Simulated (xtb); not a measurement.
CeO2, charge +1, doublet, from a rough starting geometry (GFN-xTB shapes and energies of metal compounds can be far from the true ones) (GFN-xTB holds the 4f electrons in the core, so unpaired electrons go into valence orbitals and the state isn't the physical one) (the multiplicity is a formal guess); GFN2-xTB in xtb.

The xtb input:
```
$ xtb mol.xyz --gfn 2 --chrg 1 --uhf 1 --opt vtight --json

# file mol.xyz
3

Ce    -0.05542093     0.04620045    -0.01847984
O      1.56425967     0.33743284    -1.30483194
O     -1.60240400    -0.29194757     1.36985625
```

Task: Write the output that xtb gives for this input, abridged.

Result: 
```
   ID    Z sym.   atoms
    1   58 Ce     1
    2    8 O      2, 3

           -------------------------------------------------
          |                Calculation Setup                |
           -------------------------------------------------

           -------------------------------------------------
          |                 G F N 2 - x T B                 |
           -------------------------------------------------

          ...................................................
          :                      SETUP                      :
          :.................................................:
          :  # basis functions                  18          :
          :  # atomic orbitals                  17          :
          :  # shells                            7          :
          :  # electrons                        14          :
          :  max. iterations                   250          :
          :  Hamiltonian                  GFN2-xTB          :
          :  restarted?                      false          :
          :  GBSA solvation                  false          :
          :  PC potential                    false          :
          :  electronic temp.          300.0000000     K    :
          :  accuracy                    1.0000000          :
          :  -> integral cutoff          0.2500000E+02      :
          :  -> integral neglect         0.1000000E-07      :
          :  -> SCF convergence          0.1000000E-05 Eh   :
          :  -> wf. convergence          0.1000000E-03 e    :
          :  Broyden damping             0.4000000          :
          :  net charge                          1          :
          :  unpaired electrons                  1          :
          ...................................................

 iter      E             dE          RMSdq      gap      omega  full diag
   1      0.1269727  0.126973E+00  0.507E+01    0.09       0.0  T
   2     -7.0383392 -0.716531E+01  0.287E+01    0.11       1.0  T
   3     -7.1513617 -0.113023E+00  0.325E+01    0.08       1.0  T
   4     -7.2275615 -0.761997E-01  0.321E+01    0.08       1.0  T
   5     -7.1826784  0.448830E-01  0.329E+01    0.08       1.0  T
   6     -7.3442221 -0.161544E+00  0.291E+01    0.08       1.0  T
   7     -7.4871819 -0.142960E+00  0.271E+01    0.05       1.0  T
   8     -7.3307570  0.156425E+00  0.262E+01    0.11       1.0  T
   9     -3.1083474  0.422241E+01  0.353E+01    0.00       1.0  T
[...]
         :: total energy              -8.427988915473 Eh    ::
 * total energy  :    -8.4279889 Eh     change       -0.2658306E-08 Eh
 * total energy  :    -8.4293096 Eh     change       -0.1320637E-02 Eh
 * total energy  :    -8.4297469 Eh     change       -0.4373087E-03 Eh
 * total energy  :    -8.4297568 Eh     change       -0.9968471E-05 Eh
 * total energy  :    -8.4297586 Eh     change       -0.1778863E-05 Eh
 * total energy  :    -8.4297587 Eh     change       -0.1163066E-06 Eh
 * total energy  :    -8.4297588 Eh     change       -0.1025697E-06 Eh
 * total energy  :    -8.4297589 Eh     change       -0.8983896E-07 Eh
   *** GEOMETRY OPTIMIZATION CONVERGED AFTER 8 ITERATIONS ***
         :: total energy              -8.429758919612 Eh    ::
[...]
        13                         -0.5526566             -15.0386
        14                         -0.5272292             -14.3466
        15                         -0.3988436             -10.8531
        16                         -0.3983986             -10.8410
        17                         -0.0964122              -2.6235
      -------------------------------------------------------------
                  HL-Gap            0.0000155 Eh            0.0004 eV
             Fermi-level           -0.7279988 Eh          -19.8099 eV

     #   Z          covCN         q      C6AA      α(0)
     1  58 Ce       1.343     1.003   495.717    48.295
     2   8 O        0.671    -0.002    15.181     5.220
     3   8 O        0.671    -0.002    15.182     5.220

 Mol. C6AA /au·bohr⁶  :        875.157430
 Mol. C8AA /au·bohr⁸  :     146036.484590
 Mol. α(0) /au        :         58.734666

Wiberg/Mayer (AO) data.
largest (>0.10) Wiberg bond orders for each atom

 ---------------------------------------------------------------------------
     #   Z sym  total        # sym  WBO       # sym  WBO       # sym  WBO
 ---------------------------------------------------------------------------
     1  58 Ce   2.586 --     3 O    1.293     2 O    1.293
     2   8 O    1.799 --     1 Ce   1.293     3 O    0.506
     3   8 O    1.799 --     1 Ce   1.293     2 O    0.506
 ---------------------------------------------------------------------------

Topologies differ in total number of bonds
Writing topology from bond orders to xtbtopo.mol

molecular dipole:
                 x           y           z       tot (Debye)
 q only:       -0.117       0.088      -0.032
   full:       -0.167       0.114      -0.086       0.559
molecular quadrupole (traceless):
                xx          xy          yy          xz          yz          zz
 q only:       -0.009      -0.024       0.025       0.044       0.003      -0.016
  q+dip:       -1.381      -0.694       1.830       2.855       0.553      -0.449
   full:       -4.366      -2.119       5.742       8.915       1.759      -1.376

optimized geometry written to: xtbopt.xyz

           -------------------------------------------------
          | TOTAL ENERGY               -8.429758919612 Eh   |
          | GRADIENT NORM               0.000040561169 Eh/α |
          | HOMO-LUMO GAP               0.000423091408 eV   |
           -------------------------------------------------

normal termination of xtb
```
